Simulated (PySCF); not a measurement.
hydrogen sulfide (H2S), SMILES S. Atoms are numbered in the order given.

```xyz
3

S      0.0000     0.0000     0.1031
H      0.0000    -0.9703    -0.8249
H      0.0000     0.9703    -0.8249
```

Geometry: B3LYP-D3(BJ)/def2-TZVP.

Computed with PySCF with B3LYP/pcSseg-2.

GIAO shieldings, no solvent; atoms alike by connectivity are averaged. δ = σ(ref) − σ: ¹H against TMS (σ = 31.68 ppm), references at their B3LYP-D3(BJ)/def2-TZVP geometries, non-relativistic.

```csv
nucleus,atoms,count,δ (ppm)
¹H,"H2, H3",2,0.99
```
